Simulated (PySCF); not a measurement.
## Working out the ionisation energy of Se²⁺

Se²⁺ [Ar] 3d10 4s2 4p2 (3P) → Se³⁺ [Ar] 3d10 4s2 4p1 (2P). Calculation: PySCF 2.14, in aug-cc-pVQZ-PP with ECP10MDF (7s6p5d3f2g, 89 functions); scalar relativity through the core potential. Frozen: 3s2 3p6 3d10. Energies in hartree (1 hartree = 27.21139 eV):

```csv
part,Se²⁺ (lower),Se³⁺ (upper)
UHF,-370.784415,-369.645325
CCSD correlation,-0.075951,-0.058982
(T),-0.001731,-0.000751
```

Q: What does Hartree-Fock give?

A: (-369.645325) − (-370.784415) = 1.139090 hartree = 30.996 eV.

Q: What do CCSD and CCSD(T) give?

A: The CCSD correlation energies differ by 0.016969 hartree = 0.462 eV and the triples by 0.000980 hartree = 0.027 eV, so CCSD gives 31.458 eV and CCSD(T) 31.485 eV.

Reference: 31.697 ± 0.019 eV (measured; NIST Atomic Spectra Database, ionization energies), between the lowest levels; spin-orbit coupling is absent from the calculation.

What remains against the reference includes basis incompleteness, the frozen core and higher excitations.
